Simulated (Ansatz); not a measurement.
Input file for Ansatz (a quantum-chemistry and plane-wave program): R-wB97X-V/def2-TZVPP on H4OSiSn (SMILES [OH][Sn][SiH3]), a point of a torsion scan. Elements past Kr take the def2 small-core potentials; no spin–orbit coupling.

Ansatz 0.2 input:
```yaml
crystal:
  periodic: [false, false, false]
  atoms:
    - {symbol: O, position_ang: [2.23783949, -0.34517307, -0.63402263]}
    - {symbol: Sn, position_ang: [1.01334491, -0.96592123, 0.88405807]}
    - {symbol: Si, position_ang: [1.69284560, -3.45620757, 0.44086797]}
    - {symbol: H, position_ang: [2.68110656, 0.49699891, -0.67498862]}
    - {symbol: H, position_ang: [3.10390191, -3.74700726, 0.78147959]}
    - {symbol: H, position_ang: [0.98231192, -4.52017955, 1.19302052]}
    - {symbol: H, position_ang: [1.57444382, -3.92934408, -0.95168069]}
basis:
  gaussian:
    orbitals: def2-TZVPP
hamiltonian:
  xc: {name: wB97X-V}
scf: {lower_state_search: off}
```

The log:

```
WARN ansatz: RAYON_NUM_THREADS=1 ignored (pool sized by the plan → 1); use --threads N
Functional definition: wB97X-V
these checks for a lower state are left out or cut short: stability, starts, cluster_reference, orbital_swaps, neighbouring_geometries, increment
integrals: 0.13 GiB planned
1110 factors; their error is unknown
integrals: 0.16 GiB planned
250 factors; integrals over basis functions are off by at most 1.0e-5 eV
mean field: 0.99 GiB planned
mean field evaluation 1: about -15814.2272 eV, gradient 5.5e1 eV
mean field evaluation 2: about -15802.8610 eV, gradient 9.6e1 eV
mean field evaluation 4: about -15819.9568 eV, gradient 1.8e0 eV
mean field evaluation 8: about -15819.9737 eV, gradient 6.3e-2 eV
mean field evaluation 16: about -15820.0336 eV, gradient 2.8e-4 eV
mean field -15820.03356149 eV, -581.3755101810 hartree, gradient 5.9e-6 eV, S^2 0.000000; 0 other end points of the search recorded, 0 dependent functions left out
reference -15820.03355925 eV, -581.3755100984 hartree; 24, 24 occupied and 155, 155 virtual orbitals, 1110 factors
Total energy: -15820.03355925 eV, -581.3755100984 hartree
Checks for a lower state left out: stability, starts, cluster_reference, orbital_swaps, neighbouring_geometries, increment
```

The calculation finished and met its thresholds.

Cost: about 7 core-seconds (a rough figure).
